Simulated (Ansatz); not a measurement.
Species: C$_{3}$H$_{11}$ClOSi$_{2}$ (charge 0, singlet). 
Structure (B3LYP-D3(BJ)/def2-TZVP (Ansatz, a program for electronic structure) minimum search):
```xyz
18

C     -1.7285     0.1153     1.5329
Si    -1.3062    -0.0949    -0.2729
C     -2.5386    -1.1981    -1.1357
C     -1.1676     1.5636    -1.1224
O      0.1677    -0.8649    -0.3756
Si     1.7642    -0.6637    -0.2549
Cl     2.1991     0.8761     1.0665
H     -2.6979     0.6046     1.6551
H     -1.7743    -0.8509     2.0399
H     -0.9765     0.7250     2.0377
H     -2.2708    -1.3410    -2.1847
H     -3.5412    -0.7651    -1.1010
H     -2.5813    -2.1813    -0.6624
H     -2.1206     2.0976    -1.0971
H     -0.4202     2.1915    -0.6326
H     -0.8782     1.4481    -2.1694
H      2.3819    -1.8879     0.2817
H      2.3500    -0.2788    -1.5522
```
Charge 0, spin multiplicity 1.

Computed values are from Ansatz. Valence correlation only, unless marked. Open shells are spin-unrestricted. No spin-orbit coupling. Non-relativistic. Basis-set limits of correlation are two-point, X^-3; Hartree-Fock from the larger set. The bracket is a focal-point correction in the basis named.

Task: What is the atomisation energy De at RI-MP2/CBS(aug-cc-pV(T+d)Z,aug-cc-pV(Q+d)Z)+[CCSD(T)-MP2]/aug-cc-pV(T+d)Z?

Result: 1639.9 kcal/mol.

Task: What is the dipole moment at CCSD(T)/aug-cc-pV(D+d)Z?

Result: 1.60 D.

Task: What is the total energy at RI-MP2/CBS(aug-cc-pV(T+d)Z,aug-cc-pV(Q+d)Z)+[CCSD(T)-MP2]/aug-cc-pV(T+d)Z?

Result: -1234.0842 Eh.

Task: What is the T1 diagnostic at CCSD/aug-cc-pV(T+d)Z?

Result: 0.010.
